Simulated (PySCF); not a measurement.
Numbering as in the mapped SMILES `[CH3:1][N+:2]([CH3:3])([CH3:4])[AlH2-:5][F:6]`. Each H is labelled by its parent atom.

Calculated, not measured (PySCF): structure optimised with PBE0-D3(BJ)/def2-SVP, GIAO KT2/pcSseg-1 shieldings. No relativistic terms, one computed conformer, rapidly exchanging positions averaged, in vacuum.

δ = σ(ref) − σ, references computed at the same level: ¹³C and ¹H vs TMS; NH3 for ¹⁵N; AlH4- for ²⁷Al; CFCl3 for ¹⁹F.

```csv
atoms,nucleus,count,δ (ppm)
H(Al5),¹H,2,4.11
C1/C3/C4,¹³C,3,46.7
Al5,²⁷Al,1,63.0
H(C1)/H(C3)/H(C4),¹H,9,2.45
N2,¹⁵N,1,?
F6,¹⁹F,1,?
```

**Question.** Fill in the missing shifts.

**Answer.** 
- N2: 51.9 ppm, donor nitrogen of a Lewis adduct
- F6: -220.1 ppm, fluorine bonded to Al

Hydrides on Al or Ga are broadened by the quadrupolar metal nucleus. Shifts are as computed. Against solution values, carbons near 30 ppm lie about +2 ppm off and those near 130 ppm about -5 ppm. Of 1211 compounds with measured shifts, 218 miss one by over three times the rms of a fit or turn the order of signals round; such compounds aren't used in these exercises. Unscaled 19F shifts against computed CFCl3 carry errors that often reach 10 to 50 ppm. Experimental scales use liquid or dissolved standards, which lie at an offset from isolated NH3 (liquid NH3: subtract about 20 ppm).
